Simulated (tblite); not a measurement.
ITl (SMILES [I][Tl]), singlet, geometry from GFN2-xTB (such geometries of metal compounds can be far from the true shape); GFN1-xTB (tblite 0.6.0).

tblite was given this input:
```
$ tblite run mol.xyz --method gfn1 --charge 0 --spin 0 --grad --json tblite.json --no-restart

# file mol.xyz
2

Tl    -0.00000000    -0.00000000    -1.11644266
I      0.00000000     0.00000000     1.70626142
```

Q: Predict the main parts of the log of this tblite run.

A: 
```
xTB calculator
 | screened Coulomb repulsion
 | Coulomb electrostatics
 |  * isotropic Klopman-Ohno-Mataga-Nishimoto electrostatics
 |  * onsite third-order electrostatics
 | DFT-D3(BJ) dispersion correction

halogen bonding energy    0.0000000000000E+00 Eh
repulsion energy          5.6881564844375E-03 Eh
dispersion energy        -4.8218106405572E-04 Eh
number of electrons       1.0000000000000E+01 e
integral cutoff           3.0000519382712E+01 bohr

------------------------------------------------------------
  cycle        total energy    energy error   density error
------------------------------------------------------------
      1     -5.143123586874  -5.1483296E+00   3.7388693E-01
      2     -5.205625310828  -6.2501724E-02   6.8432752E-02
      3     -5.207093776307  -1.4684655E-03   1.9697142E-02
      4     -5.206988084173   1.0569213E-04   2.4637092E-02
      5     -5.207245172914  -2.5708874E-04   5.5091930E-03
      6     -5.207252306439  -7.1335249E-06   3.1411527E-03
      7     -5.207255806718  -3.5002787E-06   8.7978696E-05
      8     -5.207255809467  -2.7490543E-09   3.0864407E-06
------------------------------------------------------------

electronic energy        -5.2124617848870E+00 Eh
total energy             -5.2072558094666E+00 Eh

Post processing:
 | Mayer-Wiberg bond orders

[Info] Tight-binding results written to 'tblite.txt'
[Info] JSON dump of results written to 'tblite.json'
```
